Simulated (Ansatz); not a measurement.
Clusters of 7 atoms, doped: PBE0-D4/def2-SVP single points in Ansatz on relaxed structures, gas phase. Each cluster is the lowest isomer that a short search found in that spin, judged at the geometry's level, and lower ones may exist. Core potentials for Ag, Au, Bi, Y, Zr, no spin–orbit coupling. HOMO and LUMO are taken over both spins. Levels of anions in sets without diffuse functions are rough. The structures are stationary points that may keep the symmetry of their start. Remarks come from the PBE and PBE0 runs and from stability tests at other levels; not every state was tested. A HOMO above zero means that the electron is unbound at that level and held by the basis, or that self-interaction error raises the level; the energy of removing that electron tells which.

(1) Estimate the order by gap (eV), lowest first.
A. B6N (doublet)
B. Cu6Si⁺ (doublet)
C. YSi6 (doublet)
D. Ge6Bi⁺ (singlet)

(1) C (1.66), B (1.93), A (2.28), D (3.12).

In full:

```
species  atoms    state            geometry  HOMO (eV)  LUMO (eV)  gap (eV)  point group (within 0.1 Å)                                                        remarks
 Ge6Bi⁺      7  singlet     PBE-D4/def2-SVP     -10.71      -7.59      3.12                         C2v                                                              –
   YSi6      7  doublet     PBE-D4/def2-SVP      -5.06      -3.40      1.66                          Cs                                                              –
 ZrAu6⁺      7  doublet  r2SCAN-D4/def2-SVP      -9.97      -8.31      1.65                          Cs                                                              –
 LiAg6⁺      7  singlet  r2SCAN-D4/def2-SVP      -9.54      -6.39      3.15                         C5v                                                              –
 Cu6Si⁺      7  doublet     PBE-D4/def2-SVP      -8.89      -6.97      1.93                          Cs                                                              –
    B6N      7  doublet   B3LYP-D4/def2-SVP      -5.93      -3.65      2.28                          Cs                                                              –
 Cu6As⁻      7  singlet  B3LYP-D4/def2-SVPD      -0.26       1.66      1.92                         C2v  HOMO above zero at PBE or PBE0, restricted SCF unstable in HF
```

The gap (eV) runs from 1.65 (ZrAu6⁺) to 3.15 (LiAg6⁺).
